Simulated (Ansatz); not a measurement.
Compare A (`BN(C)[SiH2]N`) with its isomer B (`CB[SiH](N)N`).

Calculated with Ansatz (gas phase, PBE0-D4/def2-TZVP geometries, no zero-point term in ΔE). CBS: MP2 limit from def2 TZ/QZ plus the TZ coupled-cluster correction, frozen cores. DFT in def2-TZVPP. B3LYP here is the variant with VWN-RPA as its local correlation; programs differ in this. One conformer a species, not always the lowest.

A:

```xyz
14

B    -0.867   -1.007   -1.004
N    -0.572   -0.004   -0.084
C    -1.616    0.830    0.499
Si    1.051    0.380    0.482
N     2.319   -0.557   -0.161
H    -2.009   -1.191   -1.326
H     0.018   -1.672   -1.461
H    -1.454    1.888    0.265
H    -2.590    0.536    0.106
H    -1.639    0.731    1.590
H     1.037    0.208    1.958
H     1.294    1.805    0.137
H     2.603   -0.431   -1.120
H     2.427   -1.518    0.118
```

B:

Z-matrix (Å, degrees):
```
C
B 1 1.556
H 1 1.105 2 103.5
H 1 1.093 2 114.5 3 -113.5
H 1 1.092 2 116.2 3 116.5
Si 2 2.021 1 125.0 3 -101.6
H 2 1.204 1 117.3 3 79.4
N 6 1.730 2 112.3 1 -103.1
N 6 1.719 2 108.1 1 15.6
H 6 1.498 2 111.5 1 142.7
H 8 1.007 6 119.8 2 -90.1
H 8 1.008 6 120.5 2 55.9
H 9 1.006 6 120.7 2 25.3
H 9 1.007 6 122.1 2 177.2
```

(1) Which is lower in electronic energy at CCSD(T)/CBS, and by how much? (Estimate.)

(2) Give E(B) − E(A) in kJ/mol with ωB97M-V, PBE-D4, PBE0-D4, CCSD(T)/def2-TZVPP, B3LYP, B2PLYP, MP2/def2-TZVPP. (An estimate is asked.)

Largest T1 diagnostic: 0.012.

## Answers

(1) The calculation gave: A, by 85.5 kJ/mol.

(2) The calculation gave: ωB97M-V 89.8, PBE-D4 78.4, PBE0-D4 80.1, CCSD(T)/def2-TZVPP 91.9, B3LYP 85.9, B2PLYP 90.5, MP2/def2-TZVPP 95.9. None reverses the order clearly.
